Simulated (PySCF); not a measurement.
Computed IR spectrum (relative IR intensity) of a molecule C₃H₃F₃. Geometry optimised at PBE-D3(BJ)/def2-SVP. The values are those of a single conformer. Level of theory: PBE-D3(BJ)/def2-SVP (PySCF). Frequencies are harmonic and unscaled.

Lines under 2 % of the strongest are left out, and lines within 2 cm⁻¹ are merged.

ν (cm⁻¹): 424 (w), 547 (vw), 684 (vw), 769 (w), 981 (w), 1059 (vs), 1097 (vs), 1125 (m), 1212 (m), 1302 (vw), 1325 (w), 1402 (m), 1706 (s), 3002 (w), 3123 (vw) (against the strongest line: vs over 80 %, s over 45 %, m over 15 %, w over 4 %, vw less)

### Question
Which molecule gave these data?
A) C=C(F)C(F)F
B) F[C@H]1[C@H](F)[C@H]1F
C) F/C=C\C(F)F
D) CC(F)=C(F)F

### Answer
C, F/C=C\C(F)F
